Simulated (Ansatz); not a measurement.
`[Br][SbH][Br]` + H₂O → `[OH][SbH][Br]` + HBr  (formal hydrolysis of the Sb–Br bond)

Isolated molecules relaxed with PBE0-D4/def2-TZVP in Ansatz; ΔE leaves out vibrations. CCSD(T)/CBS is the MP2 limit (def2-TZVPP, def2-QZVPP) plus CCSD(T) − MP2 in def2-TZVPP, frozen cores. This one scheme is used for every species. Functionals use def2-TZVPP. HSE06 is defined as in plane-wave codes. Elements past krypton have def2 core potentials. For Br, Sb outer-core shells are correlated without core-valence functions, which leaves a few kJ/mol of doubt a bond. Scalar relativity is left out up to krypton. One conformer a species, not always the lowest.

```
             level  ΔE (kcal/mol)  difference from CCSD(T)/CBS
           BLYP-D4           16.1                         -1.6
         r2SCAN-D4           16.5                         -1.2
        r2SCAN0-D4           18.2                          0.5
          HSE06-D4           18.7                          1.0
      CAM-B3LYP-D4           15.6                         -2.1
           ωB97X-V           15.8                         -1.9
            B2PLYP           16.1                         -1.6
              BLYP           15.1                         -2.6
            r2SCAN           16.4                         -1.3
              PBE0           18.1                          0.4
           r2SCAN0           18.0                          0.3
           LC-ωPBE           15.5                         -2.2
    MP2/def2-TZVPP           16.8                         -0.9
CCSD(T)/def2-TZVPP           15.5                         -2.2
SCS-MP2/def2-QZVPP           16.8                         -0.9
     MP2/CBS(def2)           18.9                          1.2
       CCSD(T)/CBS           17.7                            0
```

(1) What do rigid-rotor, harmonic-oscillator terms from PBE0-D4/def2-TZVP frequencies (298.15 K, 1 bar) make of the CCSD(T)/CBS value? (Best estimate.)

Largest T1 diagnostic among the species: 0.012.

Answers

(1) Computed: ΔZPE = -1.7 kcal/mol, ΔH = +15.7 kcal/mol, ΔS = -7 J/(mol·K), ΔG = +16.2 kcal/mol.

At CCSD(T), def2-SVP lies −1.4 kcal/mol from the extrapolated value and def2-TZVPP −2.2 kcal/mol. Leaving LDA and LC-ωPBE aside and taking each functional with its dispersion term where it has one, the values, not all of them listed here, spread over 4.0 kcal/mol, from B97M-V to BHLYP-D4. The D4 term adds +1.0 kcal/mol with B3LYP and +0.5 kcal/mol with PBE0; it sums over pairs of atoms, weighted by their polarisabilities, and B3LYP, whose exchange is more repulsive, gets the larger term.

B3LYP here is the variant with VWN-RPA as its local correlation; programs differ in this.
